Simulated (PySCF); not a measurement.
C₆H₉FS.
Cartesian coordinates in Å at the GFN2-xTB level; atoms count from 1:
```
atom  x, y, z in Å
F1     1.918   -0.602   -1.672
C2     2.047   -0.107   -0.397
C3     0.680    0.109    0.238
C4    -0.209    1.087   -0.542
C5    -1.621    0.762   -0.057
C6    -1.583   -0.690    0.300
S7    -2.873   -1.601    0.655
C8    -0.168   -1.168    0.290
H9     2.600    0.834   -0.481
H10    2.636   -0.839    0.165
H11    0.843    0.486    1.253
H12    0.065    2.126   -0.369
H13   -0.122    0.877   -1.610
H14   -1.864    1.331    0.846
H15   -2.399    0.977   -0.790
H16    0.053   -1.817    1.137
H17   -0.009   -1.752   -0.623
```

Probes without a nucleus sit at each ring's centroid and 1 Å off its mean plane on both sides; NICS is minus the shielding there, NICSzz its component along the normal. Level: GIAO PBE0/pcSseg-1 (PySCF, non-relativistic, gas phase) on the GFN2-xTB geometry, one conformer.

Ring bond lengths (Å), with Mayer bond orders in brackets: C3–C4 1.535 (0.98), C4–C5 1.528 (1.03), C5–C6 1.496 (0.97), C6–C8 1.493 (0.98), C8–C3 1.533 (0.96).

**Question.** What do the NICS probes read (ppm)?

**Answer.** 
```csv
ring,type,NICS(0),"NICS(1), two faces","NICS(1)zz, two faces",rms pucker (Å),"centre to ring atoms, mean (Å)"
C3–C4–C5–C6–C8,5-membered carbocycle; formal bonds all single,1.9,-2.7 / -2.4,-1.5 / -2.3,0.16,1.27
```

**Question.** What can be read from them?

**Answer.** 
- C3–C4–C5–C6–C8: mean NICS(1)zz -1.9 ppm, near zero. C3, C4, C5, C8 have four or more neighbours; no verdict on aromaticity is drawn.

**Question.** List the ring angles and the Hirshfeld charges of the ring atoms.

**Answer.** 
- C3–C4–C5–C6–C8: C3 103.1° (-0.030 e), C4 103.8° (-0.073 e), C5 105.0° (-0.073 e), C6 109.4° (+0.058 e), C8 105.0° (-0.079 e); sum 526.3° against 540° for a flat convex ring.

**Question.** What are the shieldings of the ring atoms and their hydrogens in the same run (means over atoms taken as equivalent)?

**Answer.** 
```csv
atoms,environment,σ isotropic (ppm)
C3,sp3 CH carbon,140.5
C4,ring CH2 carbon,156.1
C5,ring CH2 carbon,131.4
C6,thiocarbonyl carbon,-98.3
C8,ring CH2 carbon,130.2
H11,methine hydrogen,29.49
H12,methylene hydrogen,29.73
H13,methylene hydrogen,29.31
H14,methylene hydrogen,28.72
H15,methylene hydrogen,28.46
H16,methylene hydrogen,28.65
H17,methylene hydrogen,28.48
```
